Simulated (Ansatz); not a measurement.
`[InH2][B]1CN1` and `FB1CN1` differ in one atom or group.

Ansatz, PBE0-D4/def2-TZVP geometries, multiplicity 1. 

Elements past krypton have def2 core potentials.

```tsv
property	`[InH2][B]1CN1`
size of the dipole moment (B3LYP/def2-TZVPP) / D	1.76
size of the dipole moment (PBE/def2-TZVPP) / D	1.88
ideal-gas entropy at 298 K and 1 bar (rigid rotor, harmonic PBE0-D4/def2-TZVP) / J/(mol·K)	340
HOMO energy (PBE0/def2-TZVPP) / eV	-7.12
zero-point energy (PBE0-D4/def2-TZVP) / kJ/mol	150.3
HOMO–LUMO gap (PBE/def2-TZVPP) / eV	3.57
```

What does the change do to each property? (Estimate.)

Computed: 
```csv
property,`FB1CN1`,shift
size of the dipole moment (B3LYP/def2-TZVPP) / D,1.79,0.03
size of the dipole moment (PBE/def2-TZVPP) / D,1.77,-0.11
"ideal-gas entropy at 298 K and 1 bar (rigid rotor, harmonic PBE0-D4/def2-TZVP) / J/(mol·K)",282,-58
HOMO energy (PBE0/def2-TZVPP) / eV,-7.78,-0.66
zero-point energy (PBE0-D4/def2-TZVP) / kJ/mol,126.4,-23.9
HOMO–LUMO gap (PBE/def2-TZVPP) / eV,6.45,2.88
```

With PBE0 the HOMO falls by 0.66 eV and the LUMO rises by 2.58 eV, so the gap widens by about 3.24 eV. PBE moves the HOMO by -0.38 eV and ωB97M-V by -0.88 eV. The zero-point energy changes by -23.9 kJ/mol with -6 modes. Dipoles are sizes alone; their direction can turn.

B3LYP here is the variant with VWN-RPA as its local correlation; programs differ in this.
